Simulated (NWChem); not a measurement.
Species: SiCl$_{2}$F$_{2}$; SMILES F[Si](F)(Cl)Cl

Question: Give the equilibrium geometry at PBE0/def2-SVP (NWChem) as a Z-matrix, with the point group.

Answer: point group C2v; any orientation.
```
Si
F 1 1.5971
F 1 1.5971 2 107.58
Cl 1 2.0190 2 109.31 3 118.60
Cl 1 2.0190 2 109.31 3 -118.60
```
